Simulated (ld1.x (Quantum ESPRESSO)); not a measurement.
Transferability test, PAW potential for Mo

- Element: molybdenum
- Generator: ld1.x (Quantum ESPRESSO) 7.5
- Type: PAW
- Functional: PBE
- Relativity: scalar-relativistic
- Frozen core: [Ar] 3d10 4s2
- Valence charge: 12
- Reference configuration: 4p6 4d4 5s0 5p0 (charge +2)
- Partial waves: 5s (bound, empty): rcut 2.15, rcutus 2.60 bohr; 5s channel at -1 Ry: rcut 2.15, rcutus 2.60 bohr; 4p (bound): rcut 1.90, rcutus 2.50 bohr; 5p (bound, empty): rcut 1.90, rcutus 2.50 bohr; 4d (bound): rcut 1.50, rcutus 1.85 bohr; 4d channel at -0.65 Ry: rcut 1.50, rcutus 1.85 bohr
- Local potential: all-electron potential smoothed inside 1.95 bohr (lloc = -1)
- Core correction: Bessel-smoothed model core inside 1.40 bohr
- Augmentation charge: BESSEL, radius 1.45 bohr

Energies are relative to the spin-unpolarised reference configuration 4p6 4d4 5s0 5p0; without spin polarisation the order of configurations can differ from experiment. Not all tests gave a result: test run stopped at test 5 of 7 (negative rho).

```csv
valence configuration,charge,ΔE all-electron (eV),error AE − PS (meV)
4p6 4d5 5s1 5p0,0,-22.352,-2.2
4p6 4d5 5s0 5p0,+1,-15.462,-7.8
4p6 4d5.5 5s0.5 5p0,0,-22.072,-7.7
```

Task: What are ΔE and the potential's error for 4p6 4d3 5s0 5p0?

Result: ΔE = 26.744 eV all-electron; the error (AE − PS) is -24 meV.

Levels in the configuration 4p6 4d5 5s1 5p0:

```csv
level,all-electron (eV),pseudo (eV)
4p,-38.485,-38.468
4d,-3.753,-3.748
5s,-4.086,-4.089
```

Note: ghost state, extra bound levels that the all-electron valence spectrum of the same l lacks: s at -49.3 eV. A true bound ghost makes a file unfit for plane-wave use.
